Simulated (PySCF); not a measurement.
C₂H₈O₂Si, SMILES OC[Si@H](C)O.

Coordinates come from a B3LYP-D3(BJ)/def2-SVP optimisation. The structure was generated by enumeration; whether it is a known compound was not checked. Other conformers were not sampled.

Method: B3LYP-D3(BJ)/def2-SVP in PySCF.

Frequencies are harmonic and unscaled.

```
mode  ν (cm⁻¹)  IR (km/mol)  Raman (Å⁴/amu)  depolarisation  moving atoms (share of kinetic energy)
----  --------  -----------  --------------  --------------  --------------------------------------
1           98          4.2             0.0               –                  O 42 %, H 29 %, C 24 %
2          140          4.3             0.9            0.64         O 36 %, H 33 %, C 19 %, Si 12 %
3          150          0.2             0.0               –                           H 86 %, O 9 %
4          206         80.4             1.9            0.70                                  H 86 %
5          224          6.4             1.2            0.74                  O 49 %, H 27 %, C 20 %
6          277         19.3             0.8            0.74         H 35 %, Si 28 %, O 23 %, C 14 %
7          357         12.9             4.5            0.38         O 35 %, H 27 %, C 21 %, Si 16 %
8          474        120.1             2.6            0.68                                  H 90 %
9          620         14.4            11.2            0.14                          H 63 %, C 28 %
10         662         40.1             9.7            0.32                          H 58 %, C 31 %
11         686         13.1             5.0            0.74                 H 48 %, C 33 %, Si 14 %
12         741        103.7             4.3            0.37                 H 64 %, Si 18 %, C 16 %
13         776         35.9             4.5            0.72                          H 66 %, C 24 %
14         828         70.9             5.1            0.59                 O 50 %, H 25 %, Si 21 %
15         846        102.9             4.4            0.55                 H 66 %, C 19 %, Si 10 %
16         902        178.9             4.5            0.74                 H 74 %, Si 13 %, C 11 %
17         943         95.8             3.4            0.65                         H 61 %, Si 25 %
18        1067         80.0             3.5            0.75                  O 45 %, C 42 %, H 12 %
19        1174         33.1             5.0            0.75                           H 91 %, C 8 %
20        1273         28.7             1.0            0.73                          H 78 %, C 22 %
21        1284          3.9             5.2            0.44                          H 77 %, C 20 %
22        1399         57.8             5.8            0.66                          H 81 %, C 11 %
23        1430          2.2            11.0            0.73                                  H 96 %
24        1434          3.5            13.0            0.75                                  H 96 %
25        1457          9.5            16.0            0.71                                  H 94 %
26        2197        163.1           126.8            0.21                                  H 97 %
27        2946         53.2           122.0            0.22                                  H 94 %
28        3025          2.5           139.3            0.00                                  H 97 %
29        3064         19.4            93.6            0.41                           H 92 %, C 8 %
30        3112          6.9            89.1            0.74                           H 91 %, C 9 %
31        3121          5.9            82.5            0.75                           H 91 %, C 9 %
32        3768         48.6            45.7            0.16                                  H 94 %
33        3887         94.1           104.6            0.28                                  H 94 %
```
